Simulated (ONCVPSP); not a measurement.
selenium (Se): one change to an ONCV potential, before and after

selenium, optimised norm-conserving Vanderbilt (ONCV), made with ONCVPSP 4.0.1 (PBE, scalar-relativistic). Core [Ar] 3d10, reference 4s2 4p4. Waves: 4s: rc 1.45 bohr, ncon 5, nbas 10, qcut 4.9 1/bohr, 3 projectors, debl 3.3 Ha; 4p: rc 1.45 bohr, ncon 4, nbas 8, qcut 6.2 1/bohr, local; d scattering state at 0.1 Ha: rc 1.90 bohr, ncon 4, nbas 8, qcut 5.2 1/bohr, 2 projectors, debl 2.3 Ha. Local part: the p channel. Core correction: Teter function, fcfact 5.75, rcfact 1.7.

All-electron outer shells of the reference configuration (PBE, scalar-relativistic, ld1.x):

```
shell  level (eV)  outermost node (bohr)  outermost maximum (bohr)
   3p     -152.98                   0.21                      0.50
   3d      -53.12                      –                      0.45
   4s      -17.29                   0.70                      1.51
   4p       -6.51                   0.74                      1.82
```

Change: d: debl 0.35.

Cutoffs: the cutoffs (Ha) at which the residual kinetic energy of the hardest occupied pseudo-wave falls to 1 and 0.1 mHa per electron; they do not see the model core or the augmentation charge, which bear on the density cutoff. Errors are all-electron minus pseudo energies relative to the spin-unpolarised reference configuration.

Problem. How do hardness, ghosts and transferability respond?

Solution. The potential gets neither clearly harder nor softer (11 Ha and 28 Ha → 11 Ha and 28 Ha); the bound ghosts move from s to d, s; the errors of the 4 common tests hardly move.

```csv
quantity,base,changed
"cutoff, loose",11 Ha,11 Ha
"cutoff, tight",28 Ha,28 Ha
bound ghosts,s,"s, d"
GHOST(+) flags under 300 eV,d at 107.2 eV,none
"error for 4s2 4p3, meV [ΔE 10.85 eV]",-28,-28
"error for 4s2 4p2, meV [ΔE 31.19 eV]",-174,-174
"error for 4s2 4p1, meV [ΔE 62.06 eV]",-561,-561
"error for 4s2 4p3.5, meV [ΔE 4.31 eV]",-5.7,-5.7
s: phases at 1.47 bohr within 0.05 rad from the reference energy up to (Ha; the scan ends near 5),to the end of the scan,to the end of the scan
p: phases at 1.47 bohr within 0.05 rad from the reference energy up to (Ha; the scan ends near 5),3.8,3.8
d: phases at 1.93 bohr within 0.05 rad from the reference energy up to (Ha; the scan ends near 5),3.4,3.5
"rms error of d²Exc/dni dnj with the model core, mHa",6.18,6.18
```

Base: The cutoffs count occupied waves only; projector 2 of the d channel, the hardest unoccupied one, needs 79 Ha at the loose tolerance. A true bound ghost makes a file unfit for plane-wave use even where its test errors are small: the radial tests pick states by their node count and pass the ghost by.
